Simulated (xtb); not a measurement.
C₂H₅, doublet, at a GFN2-xTB geometry. Base run: GFN2-xTB (xtb).

Geometry (Å):
```xyz
7

C      0.7766    -0.1080    -0.0261
C     -0.6792     0.0986     0.0050
H      1.4459     0.6906     0.2263
H      1.1849    -1.0870    -0.1819
H     -1.0859    -0.0730     1.0120
H     -0.9388     1.1212    -0.2679
H     -1.1908    -0.5950    -0.6621
```
Charge 0, spin multiplicity 2.
All else is at xtb's defaults.
Base energy -6.73534 Eh.

Variants of this job, named by their change:

```json
[
 {"change": "base", "ΔE vs base (kcal/mol)": "0.000", "dipole (D)": "0.56", "SCF cycles": "9"},
 {"change": "alpb = methanol", "ΔE vs base (kcal/mol)": "-1.76", "dipole (D)": "0.65", "SCF cycles": "9"},
 {"change": "etemp = 1000", "ΔE vs base (kcal/mol)": "0.000", "dipole (D)": "0.56", "SCF cycles": "9"},
 {"change": "file = coord", "ΔE vs base (kcal/mol)": "0.000", "dipole (D)": "0.56", "SCF cycles": "9"},
 {"change": "etemp = 3000", "ΔE vs base (kcal/mol)": "-0.011", "dipole (D)": "0.56", "SCF cycles": "9"},
 {"change": "acc = 1000", "ΔE vs base (kcal/mol)": "0.004", "dipole (D)": "0.57", "SCF cycles": "4"},
 {"change": "acc = 0.0001", "ΔE vs base (kcal/mol)": "0.000", "dipole (D)": "0.56", "SCF cycles": "14"},
 {"change": "acc = 30", "ΔE vs base (kcal/mol)": "0.000", "dipole (D)": "0.56", "SCF cycles": "7"}
]
```

ALPB and GBSA are two models with their own fitted parameters for each solvent, which aren't always the measured dielectric constant.
